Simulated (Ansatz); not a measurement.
Geometry optimisation, RKS PBE0-D4/def2-SVP in Ansatz 0.2.0.

Input file:

```yaml
crystal:
  periodic: [false, false, false]
  atoms:
    - { symbol: Ti, position_ang: [0.0, 0.0, 0.0] }
    - { symbol: "N", position_ang: [0.0, 0.0, 2.06] }
    - { symbol: H, position_ang: [-0.877, -0.2713, 2.59] }
    - { symbol: H, position_ang: [0.877, 0.2713, 2.59] }
    - { symbol: "N", position_ang: [1.9426, 0.0, -0.686] }
    - { symbol: H, position_ang: [2.4408, -0.918, -0.8667] }
    - { symbol: H, position_ang: [2.4438, 0.918, -0.8582] }
    - { symbol: "N", position_ang: [-0.9703, 1.681, -0.686] }
    - { symbol: H, position_ang: [-1.9904, 1.6258, -0.9687] }
    - { symbol: H, position_ang: [-0.4498, 2.6017, -0.7565] }
    - { symbol: "N", position_ang: [-0.9703, -1.681, -0.686] }
    - { symbol: H, position_ang: [-1.5052, -2.2973, -0.0095] }
    - { symbol: H, position_ang: [-0.9349, -1.9302, -1.7156] }
basis:
  gaussian: { orbitals: def2-SVP }
hamiltonian:
  xc: pbe0
  dispersion: d4
relax:
  f_tol: 0.02
  max_steps: 40
```

Command:

```bash
$ ansatz run input.yaml --threads 4 --pin off --max-ram 5120MiB --backend cpu --events-out ev --progress --plain --runs-dir out
```

Task: Where does it end, and by what steps?

Result: It converged. The force dipped under the threshold on the way, but the program's further checks kept it going. After 9 steps the energy has fallen by 2.015 eV; H10 moved furthest, 0.71 Å.

```
step  energy less start (eV)  largest force component (eV/Å)  accepted
   0                  0.0000                           2.043       yes
   1                 -1.7651                           1.285       yes
   2                 -1.9212                           0.866       yes
   3                 -1.9684                           0.304       yes
   4                 -1.9894                           0.517       yes
   5                 -2.0106                           0.082       yes
   6                 -2.0145                           0.011       yes
   7                 -2.0148                           0.091       yes
   8                 -2.0152                           0.028       yes
   9                 -2.0153                           0.002       yes
```

```xyz
13
Properties=species:S:1:pos:R:3
Ti 0.000 0.001 -0.001
N 0.022 0.016 1.879
H -0.773 0.321 2.436
H 0.817 -0.164 2.484
N 1.760 0.000 -0.663
H 2.323 -0.845 -0.728
H 2.254 0.777 -1.091
N -0.916 1.531 -0.595
H -1.643 1.575 -1.303
H -0.803 2.444 -0.161
N -0.866 -1.550 -0.617
H -1.422 -2.200 -0.070
H -0.747 -1.907 -1.562
```

Whether the end is a true minimum wasn't checked by a vibrational analysis.

Time of the run: 27 s on 4 threads of Arm Neoverse V2, on a shared host, peak memory 0.34 GiB.
